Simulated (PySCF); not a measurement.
A ladder for the ionisation energy of Cu²⁺

Cu²⁺ [Ar] 3d9 (2D) → Cu³⁺ [Ar] 3d8 (3F). Scalar values calculated with PySCF 2.14 in aug-cc-pVTZ-PP with ECP10MDF (ECP; valence: 3s2 3p6 frozen). The spin-orbit shift comes from two-component X2C-1e calculations (generalised Hartree-Fock, GHF, and MP2 on its spinors, GMP2) in x2c-QZVPPall-2c: GMP2 gives 37.337 eV without and 37.266 eV with screened spin-orbit coupling, a shift of -0.071 eV (GHF: -0.071 eV). Sums use unrounded values; where a UHF row is shifted, it takes the GHF shift.

| method | scalar (eV) | plus spin-orbit shift (eV) | error (eV) |
| --- | --- | --- | --- |
| UHF | 34.048 | 33.978 | -2.863 |
| MP2 (valence) | 36.848 | 36.777 | -0.064 |
| SCS-MP2 (valence) | 36.611 | 36.540 | -0.301 |
| CCSD (valence) | 36.352 | 36.281 | -0.560 |
| CCSD(T) (valence) | 36.473 | 36.402 | -0.439 |
| LDA | 38.014 | 37.942 | 1.101 |
| PBE | 37.148 | 37.077 | 0.236 |
| PBE0 | 36.714 | 36.643 | -0.198 |
| r2SCAN | 36.153 | 36.082 | -0.759 |
| HSE06 | 36.719 | 36.648 | -0.193 |
| r2SCANh | 36.105 | 36.034 | -0.807 |
| PBEsol | 37.301 | 37.230 | 0.389 |
| PW91 | 37.222 | 37.151 | 0.310 |

Reference: 36.841 ± 0.012 eV (measured; NIST Atomic Spectra Database, ionization energies).

The errors of the correlated levels include the incompleteness of the basis and the frozen core, so a lower level can come closer by cancellation.
